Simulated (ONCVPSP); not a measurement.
## Ti: ONCV pseudisation with PBE, scalar-relativistic reference atom.

* Element: Ti (Z = 22)
* Generator: ONCVPSP 4.0.1
* Type: optimised norm-conserving Vanderbilt (ONCV)
* Functional: PBE
* Relativity: scalar-relativistic
* Frozen core: [Ne]
* Valence charge: 12
* Reference configuration: 3s2 3p6 3d2 (charge +2)
* Partial waves: 3s: rc 1.20 bohr, ncon 5, nbas 9, qcut 7.6 1/bohr, 1 projector; 3p: rc 1.25 bohr, ncon 4, nbas 8, qcut 11.5 1/bohr, 1 projector; 3d: rc 1.70 bohr, ncon 4, nbas 9, qcut 8.4 1/bohr, 1 projector
* Local potential: polynomial inside 1.10 bohr (lpopt 5, dvloc0 0 Ha)
* Core correction: none

(1) Estimate the cutoffs (Ha) at which the residual kinetic energy of the hardest occupied pseudo-wave falls to 1 and 0.1 mHa per electron.

(2) Does the potential have ghost states?

(3) Which valence shell sets the plane-wave cutoff?

(4) Tests: 3s2 3p6 3d2 4s2; 3s2 3p6 3d2 4s1; 3s2 3p6 3d1; 3s2 3p6 3d2 4p2. Which has the largest error in its energy relative to the reference configuration, and how large is it?

Answers

(1) 41 Ha and 141 Ha.

(2) No bound ghost flagged; no localised positive-energy state flagged.

(3) 3s: 41 Ha for 1 mHa per electron, against 33 Ha for 3p.

(4) 3s2 3p6 3d2 4s2, with +133 meV (all-electron minus pseudo) on -20.92 eV.
